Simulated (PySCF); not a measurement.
# Distorted geometries of Tl2(OH)2(H2O)2

Tl2(OH)2(H2O)2 (singlet; a saddle point, relaxed within its symmetry). PySCF 2.14.0, RKS PBE0, Tl def2-SVP with ECP60, O def2-SVP, H def2-SVP; non-relativistic Hamiltonian with scalar-relativistic core potentials where named; density fitting; no spin-orbit coupling. Relaxed geometry:

```xyz
12

Tl    0.0000    1.4495    1.1959
Tl    0.0000   -1.4495   -1.1959
O     1.3634    0.0000    0.0000
H     2.3262    0.0000    0.0000
O    -1.3634    0.0000    0.0000
H    -2.3262    0.0000    0.0000
O     0.0000   -0.3185    3.5646
H     0.7578    0.0709    4.0157
H    -0.7578    0.0709    4.0157
O     0.0000    0.3185   -3.5646
H     0.7578   -0.0709   -4.0157
H    -0.7578   -0.0709   -4.0157
```

Task: Order these distorted geometries by energy above the relaxed one, lowest first.
A.
```xyz
12

Tl    0.0458    1.4316    1.2314
Tl   -0.0477   -1.2536   -1.0795
O     1.3438   -0.0224   -0.0049
H     2.3264   -0.0230   -0.0566
O    -1.2888   -0.1009   -0.0077
H    -2.3752    0.0585   -0.0360
O     0.0178   -0.2283    3.5569
H     0.7190    0.0844    4.0464
H    -0.7460    0.0836    3.9924
O    -0.0873    0.2515   -3.6101
H     0.8286   -0.1564   -3.9946
H    -0.7365   -0.1252   -4.0377
```
B.
```xyz
12

Tl   -0.0235    1.4775    1.4072
Tl    0.1279   -1.5379   -1.0594
O     1.4184    0.0289    0.0003
H     2.3422   -0.0681    0.1017
O    -1.4863   -0.0678   -0.0924
H    -2.3886    0.1714    0.0246
O    -0.0561   -0.1967    3.4878
H     0.7493    0.2127    3.8189
H    -0.7138   -0.0343    4.0271
O    -0.0280    0.2238   -3.6600
H     0.8593   -0.0784   -4.0271
H    -0.8007   -0.1310   -4.0286
```
C.
```xyz
12

Tl    0.0593    1.4521    1.1595
Tl   -0.0375   -1.4450   -1.1748
O     1.3646   -0.0318    0.0507
H     2.3475   -0.0366   -0.0635
O    -1.3794   -0.0028   -0.0184
H    -2.3603    0.0130    0.0230
O     0.0181   -0.3034    3.5336
H     0.7542    0.0262    4.0832
H    -0.7466    0.1128    4.0239
O     0.0053    0.3098   -3.5758
H     0.7685   -0.0479   -4.0076
H    -0.7937   -0.0464   -4.0337
```

Result: C (0.12 eV), B (1.00 eV), A (1.86 eV).

Task: Which forces (eV/Å) act in the one that lies 0.12 eV up?

Result: 
```
Tl  -0.27  0.20  0.17
Tl   0.08 -0.17 -0.14
O    1.43 -0.30 -0.39
H   -1.28  0.07  0.20
O   -0.92  0.25  0.23
H    0.96 -0.04 -0.06
O   -0.84  1.03  1.38
H   -0.17 -0.28 -0.46
H    1.00 -0.75 -0.94
O   -1.70  0.20  0.22
H    0.51 -0.49 -0.60
H    1.20  0.30  0.40
```
Forces carry noise of the integration grid, about 0.01 to 0.03 eV/Å.
